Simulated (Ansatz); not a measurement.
A nudged elastic band was laid between two geometries of ClH + GeH4O3 (10 atoms, charge 0, multiplicity 1).

Method: RKS B3LYP-D4/def2-SVP in Ansatz.

- movable images: 7
- climbing image: yes
- spring: 5.0 eV/Å²
- optimiser: quadratic models (default)
- start path: through a guess of the saddle point
- force threshold: 0.05 eV/Å
- iteration limit: 60
- end points: relaxed

Image 0:

```xyz
10
Properties=species:S:1:pos:R:3
Ge 0.161 -0.474 0.204
H 0.586 -0.592 1.663
O 1.491 -0.443 -0.955
H 1.433 -1.173 -1.588
O -0.701 1.098 0.089
H -0.764 1.421 -0.822
O -0.874 -1.788 -0.387
H -1.696 -1.909 0.108
Cl 0.990 2.785 2.034
H 0.145 2.236 1.189
```

Image 8:

```xyz
10
Properties=species:S:1:pos:R:3
Ge 0.350 0.358 -0.493
H -0.896 -0.295 3.277
O 1.305 -0.169 -1.873
H 1.760 -1.007 -1.708
O -0.861 1.487 -1.082
H -1.143 1.266 -1.981
O -0.299 -1.101 0.258
H -0.595 -0.952 1.168
Cl 1.484 1.449 0.988
H -0.333 0.125 2.981
```

Task: Which bonds break or form, and what moves?

Result: Bonds broken: Ge1–H2, Cl9–H10. Bonds formed: Ge1–Cl9, H2–H10. ClH + GeH4O3 becomes ClGeH3O3 + H2.

Task: Give the energies along the band, and the barrier.

Result: The run converged. The highest image is number 4 of 0 to 8, 184.1 kJ/mol above the first end and 215.6 kJ/mol above the last; the last end lies 31.6 kJ/mol below the first. Neighbouring images differ by up to 1.3 eV, so the band resolves the path poorly. A vibrational analysis at the climbing image gives one clearly imaginary mode, 1072i cm⁻¹: a first-order saddle point. The orbitals stay closed-shell, which can raise the energy where a bond breaks towards radicals; this wasn't checked here.

| image | path coordinate (Å) | energy (kJ/mol) | Ge1–H2 (Å) | Cl9–H10 (Å) | Ge1–Cl9 (Å) |
| --- | --- | --- | --- | --- | --- |
| 0 | 0.00 | 0.0 | 1.52 | 1.31 | 3.83 |
| 1 | 0.99 | 8.7 | 1.53 | 1.30 | 3.65 |
| 2 | 1.99 | 29.5 | 1.53 | 1.29 | 3.67 |
| 3 | 2.98 | 55.8 | 1.55 | 1.30 | 3.19 |
| 4 | 3.97 | 184.1 | 1.80 | 1.64 | 2.50 |
| 5 | 4.94 | 59.1 | 2.45 | 2.23 | 2.20 |
| 6 | 5.90 | -2.5 | 3.08 | 2.58 | 2.15 |
| 7 | 6.86 | -25.2 | 3.76 | 2.74 | 2.16 |
| 8 | 7.82 | -31.6 | 4.02 | 3.00 | 2.16 |

Task: What is the geometry of the highest image?

Result: 
```xyz
10
Properties=species:S:1:pos:R:3
Ge 0.176 0.216 0.025
H 0.075 -0.121 1.788
O 1.661 -0.123 -0.856
H 1.593 -1.017 -1.226
O -0.988 1.436 -0.500
H -1.694 0.986 -0.991
O -0.662 -1.348 -0.266
H -1.354 -1.562 0.375
Cl 1.374 2.003 1.289
H 0.589 0.691 1.895
```

The run took 3.1 min on 4 threads of Arm Neoverse V2, with other jobs on the host, peak memory 0.31 GiB.
